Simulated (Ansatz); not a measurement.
One change: `[F][GeH]([F])[F]` becomes `[F][SnH]([F])[F]`.

Ansatz, PBE0-D4/def2-TZVP geometries, multiplicity 1. 

Elements past krypton have def2 core potentials. Scalar relativity is left out up to krypton.

```tsv
property	`[F][GeH]([F])[F]`
LUMO energy (ωB97M-V/def2-TZVPP) / eV	1.62
size of the dipole moment (ωB97M-V/def2-TZVPP) / D	2.45
HOMO energy (ωB97M-V/def2-TZVPP) / eV	-13.69
size of the dipole moment (B3LYP/def2-TZVPP) / D	2.45
zero-point energy (PBE0-D4/def2-TZVP) / kJ/mol	40.0
HOMO–LUMO gap (PBE/def2-TZVPP) / eV	8.00
```

(1) Give the same properties after the change, and the shifts. (Best estimate.)

Answers

(1) The calculation gave: 
```
                                          property  `[F][SnH]([F])[F]`  shift
             LUMO energy (ωB97M-V/def2-TZVPP) / eV               -0.06  -1.68
size of the dipole moment (ωB97M-V/def2-TZVPP) / D                3.34   0.89
             HOMO energy (ωB97M-V/def2-TZVPP) / eV              -13.38   0.31
  size of the dipole moment (B3LYP/def2-TZVPP) / D                3.32   0.87
    zero-point energy (PBE0-D4/def2-TZVP) / kJ/mol                33.5   -6.5
               HOMO–LUMO gap (PBE/def2-TZVPP) / eV                6.13  -1.87
```

With PBE0 the HOMO rises by 0.30 eV and the LUMO falls by 1.69 eV, so the gap narrows by about 1.99 eV. PBE moves the HOMO by 0.29 eV and ωB97M-V by 0.31 eV. Dipoles are sizes alone; their direction can turn.

B3LYP here is the variant with VWN-RPA as its local correlation; programs differ in this.
